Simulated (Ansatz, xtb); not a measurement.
Relative energy of two isomers of C5H5BrN2

We compare a, `Cc1cnc(Br)cn1`, a singlet, with b, `Br/C=C/c1c[nH]cn1`, a singlet. Both are isolated molecules in the gas phase, relaxed with B3LYP/def2-SVP; each stands in its lowest conformer found.

Quicker runs give these differences E(b) − E(a): GFN2-xTB +24.0 kJ/mol; HF/STO-3G +84.5 kJ/mol (at GFN2-xTB geometries); r2SCAN-D4/def2-SVP +27.7 kJ/mol (at GFN2-xTB geometries).

**Question.** Estimate E(b) − E(a) at the level CCSD(T)/def2-SVP + ΔMP2/def2-TZVPP.

**Answer.** Calculated at CCSD(T)/def2-SVP + ΔMP2/def2-TZVPP: E(b) − E(a) = +24.3 kJ/mol, so structure a lies lower.

How the difference moves with the method:

```csv
level,geometry,E(b) − E(a) (kJ/mol),departure from the last row (kJ/mol),"job, with rough time for the two"
GFN2-xTB,GFN2-xTB,+24.0,−0.3,"optimisation, 0.14 s"
HF/STO-3G,GFN2-xTB,+84.5,+60.2,"single point, 0.6 s"
r2SCAN-D4/def2-SVP,GFN2-xTB,+27.7,+3.4,"single point, 5.4 s"
B3LYP/def2-SVP,B3LYP/def2-SVP,+27.8,+3.5,"optimisation, 41 s"
HF/def2-SVP,B3LYP/def2-SVP,+27.8,+3.4,part of the CCSD(T) run
MP2/def2-SVP,B3LYP/def2-SVP,+30.6,+6.3,part of the CCSD(T) run
CCSD(T)/def2-SVP,B3LYP/def2-SVP,+26.5,+2.2,single point
CCSD(T)/def2-SVP + ΔMP2/def2-TZVPP,B3LYP/def2-SVP,+24.3,,"single point, 2.8 min"
```

As drawn, b has 1 C=C, 1 N–H in place of 1 C∷C, 1 C–H (∷ is an aromatic bond). Structure a has a 6-membered ring (with an aromatic ring), b a 5-membered ring (with an aromatic ring).

None of the levels shown reverses the order. The largest departure from CCSD(T)/def2-SVP + ΔMP2/def2-TZVPP is that of HF/STO-3G, 60.2 kJ/mol. The last row adds to CCSD(T) the change of the MP2 difference between the two basis sets, here −2.2 kJ/mol.

With thermal terms from frequencies at re-optimised GFN2-xTB minima (ideal gas, soft modes damped towards free rotors, one conformer each, 298.15 K, 1 atm): on the last row, ΔE + ΔZPE = +26.4, ΔH = +25.7, ΔG = +26.7 kJ/mol.

The correlated steps freeze 16 core orbitals; the filled d shell of Br is correlated, in a basis made for valence electrons. Programs: Ansatz 0.2.0, xtb 6.7.1; the last row on 4 threads of Arm Neoverse V1 on a shared host.
